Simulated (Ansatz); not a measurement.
One change: `[SiH3][SiH2][NH][GeH3]` becomes `CN[SiH2][SiH3]`.

Ansatz, PBE0-D4/def2-TZVP geometries, multiplicity 1. Each molecule was computed in one conformer, which needn't be the lowest.

Scalar relativity is left out up to krypton.

```tsv
property	`[SiH3][SiH2][NH][GeH3]`
HOMO–LUMO gap (B3LYP/def2-TZVPP) / eV	6.39
zero-point energy (PBE0-D4/def2-TZVP) / kJ/mol	213.1
LUMO energy (PBE/def2-TZVPP) / eV	-1.21
HOMO–LUMO gap (PBE/def2-TZVPP) / eV	4.68
HOMO–LUMO gap (PBE0/def2-TZVPP) / eV	6.78
ideal-gas entropy at 298 K and 1 bar (rigid rotor, harmonic PBE0-D4/def2-TZVP) / J/(mol·K)	404
```

(1) Give the same properties after the change, and the shifts. (Best estimate.)

## Answers

(1) Ansatz gave: 
| property | `CN[SiH2][SiH3]` | shift |
| --- | --- | --- |
| HOMO–LUMO gap (B3LYP/def2-TZVPP) / eV | 6.15 | -0.24 |
| zero-point energy (PBE0-D4/def2-TZVP) / kJ/mol | 251.7 | 38.6 |
| LUMO energy (PBE/def2-TZVPP) / eV | -0.89 | 0.32 |
| HOMO–LUMO gap (PBE/def2-TZVPP) / eV | 4.45 | -0.23 |
| HOMO–LUMO gap (PBE0/def2-TZVPP) / eV | 6.54 | -0.24 |
| ideal-gas entropy at 298 K and 1 bar (rigid rotor, harmonic PBE0-D4/def2-TZVP) / J/(mol·K) | 365 | -39 |

With PBE0 the HOMO rises by 0.56 eV and the LUMO rises by 0.32 eV, so the gap narrows by about 0.24 eV. PBE moves the HOMO by 0.56 eV and ωB97M-V by 0.56 eV. Modes under 60 cm⁻¹, often nearly free rotors, make the harmonic entropy too high.

B3LYP here is the variant with VWN-RPA as its local correlation; programs differ in this.
